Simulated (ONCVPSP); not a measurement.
## Varying the ONCV potential for carbon

Base potential:

ONCVPSP 4.0.1 input, shortened (lines: element, Z, core and valence counts, functional; n l f; lmax; l rc ep ncon nbas qcut; lloc lpopt rc5 dvloc0; l nproj debl; icmod fcfact rcfact), LDA (Perdew-Wang 92), non-relativistic:

```
  C 6.00    1    2  -001012      upf
    1    0    2.00
    2    0    2.00
    2    1    2.00
    1
    0    1.05    0.00    3    6    6.10
    1    2.65    0.00    4    7    4.90
    4    5    0.85    6.00
    0    3    3.50
    1    2    3.60
    0    0.00    0.00
```

Cutoffs, loose and tight: the cutoffs (Ha) at which the residual kinetic energy of the hardest occupied pseudo-wave falls to 1 and 0.1 mHa per electron. They do not see the model core or the augmentation charge, which bear on the density cutoff. Test errors are all-electron minus pseudo excitation energies from the reference, over the configurations 2s2 2p1; 2s2 2p0; 2s1 2p0; 2s2 2p1.5. A dash means not determined; rows that change the core or the reference have their own tests.

1 further variants are left out, since the program set their typed debl aside.

| change | outcome | cutoff, loose | cutoff, tight | bound ghosts | GHOST(+) flags above zero | largest test error (meV) |
| --- | --- | --- | --- | --- | --- | --- |
| base | generated | 18 Ha | 67 Ha | none | s | +1785 |
| all radii scaled by about 1.11 (s 1.16, p 2.94 bohr); local potential polynomial inside 0.94 bohr (lpopt 5, dvloc0 6 Ha) | generated | 17 Ha | 52 Ha | none | none | +2242 |
| s: qcut 4.8; p: qcut 3.8 | generated | 52 Ha | 84 Ha | none | s | +2446 |
| scalar-relativistic | generated | 18 Ha | 67 Ha | none | s | +1785 |
| core correction polynomial model core, fcfact 0.75 | generated | 18 Ha | 67 Ha | none | s | +1682 |
| s: qcut 5.4 | generated | 29 Ha | 77 Ha | none | s | +1785 |
| s: rc 1.44 | generated | 13 Ha | 17 Ha | none | none | +1769 |
| functional PBEsol | generated | 18 Ha | 67 Ha | none | s | +1630 |
| local potential polynomial inside 0.90 bohr (lpopt 5, dvloc0 4 Ha) | generated | 18 Ha | 67 Ha | none | s | +1785 |

(1) What comes out with this change to the base: p: ncon 5, nbas 8?

Answers

(1) outcome: generated; cutoff, loose: 18 Ha; cutoff, tight: 67 Ha; bound ghosts: none; GHOST(+) flags above zero: s; largest test error (meV): +1459.
